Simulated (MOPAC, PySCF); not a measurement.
CH7NSi2, SMILES `N(=C\[SiH3])/[SiH3]`, neutral singlet in the gas phase. 

Z-matrix (Å, degrees):
```
C
N 1 1.2778
H 1 1.1183 2 121.82
Si 2 1.7608 1 124.07 3 -0.07
H 4 1.4929 2 107.59 1 121.42
H 4 1.4930 5 109.33 2 -116.55
H 4 1.5047 5 109.81 6 -120.53
Si 1 1.9052 3 116.99 2 -179.87
H 8 1.4902 1 109.93 3 -178.37
H 8 1.4976 9 110.82 1 -120.40
H 8 1.4976 9 110.73 10 -119.41
```
Charge 0, multiplicity 1.

All levels are single points at this geometry (PBE-D3(BJ)/def2-TZVP); Pople sets use spherical d functions. Orbital energies aren't observables, and empty levels follow the basis.

```json
[
 {"level": "PBE-D3(BJ)/def2-TZVP in PySCF", "HOMO (eV)": "-5.63", "LUMO (eV)": "-2.53", "gap (eV)": "3.10", "dipole (D)": "1.08", "vertical IE, Delta-SCF (eV)": "8.74"},
 {"level": "B3LYP/3-21G in PySCF", "HOMO (eV)": "-6.18", "LUMO (eV)": "-1.02", "gap (eV)": "5.16", "dipole (D)": "1.35", "vertical IE, Delta-SCF (eV)": "–"},
 {"level": "B3LYP/LANL2DZ in PySCF", "HOMO (eV)": "-6.32", "LUMO (eV)": "-1.23", "gap (eV)": "5.10", "dipole (D)": "1.55", "vertical IE, Delta-SCF (eV)": "–"},
 {"level": "BP86/6-31G* in PySCF", "HOMO (eV)": "-5.49", "LUMO (eV)": "-2.26", "gap (eV)": "3.23", "dipole (D)": "1.17", "vertical IE, Delta-SCF (eV)": "–"},
 {"level": "PBE/6-31G* in PySCF", "HOMO (eV)": "-5.37", "LUMO (eV)": "-2.17", "gap (eV)": "3.20", "dipole (D)": "1.17", "vertical IE, Delta-SCF (eV)": "8.63"},
 {"level": "SVWN5/6-31G* in PySCF", "HOMO (eV)": "-5.43", "LUMO (eV)": "-2.33", "gap (eV)": "3.10", "dipole (D)": "1.20", "vertical IE, Delta-SCF (eV)": "8.74"},
 {"level": "HF/3-21G in PySCF", "HOMO (eV)": "-9.87", "LUMO (eV)": "3.10", "gap (eV)": "12.98", "dipole (D)": "1.63", "vertical IE, Delta-SCF (eV)": "–"},
 {"level": "HF/6-31G* in PySCF", "HOMO (eV)": "-10.12", "LUMO (eV)": "2.95", "gap (eV)": "13.07", "dipole (D)": "1.53", "vertical IE, Delta-SCF (eV)": "–"},
 {"level": "HF/STO-3G in PySCF", "HOMO (eV)": "-7.21", "LUMO (eV)": "8.05", "gap (eV)": "15.27", "dipole (D)": "1.17", "vertical IE, Delta-SCF (eV)": "–"},
 {"level": "AM1 in MOPAC", "HOMO (eV)": "-9.45", "LUMO (eV)": "0.48", "gap (eV)": "9.93", "dipole (D)": "1.30", "vertical IE, Delta-SCF (eV)": "–"},
 {"level": "PM3 in MOPAC", "HOMO (eV)": "-8.65", "LUMO (eV)": "0.24", "gap (eV)": "8.89", "dipole (D)": "1.27", "vertical IE, Delta-SCF (eV)": "–"},
 {"level": "PM6 in MOPAC", "HOMO (eV)": "-8.87", "LUMO (eV)": "-0.42", "gap (eV)": "8.45", "dipole (D)": "2.09", "vertical IE, Delta-SCF (eV)": "–"},
 {"level": "PM7 in MOPAC", "HOMO (eV)": "-9.23", "LUMO (eV)": "0.43", "gap (eV)": "9.67", "dipole (D)": "1.92", "vertical IE, Delta-SCF (eV)": "–"}
]
```
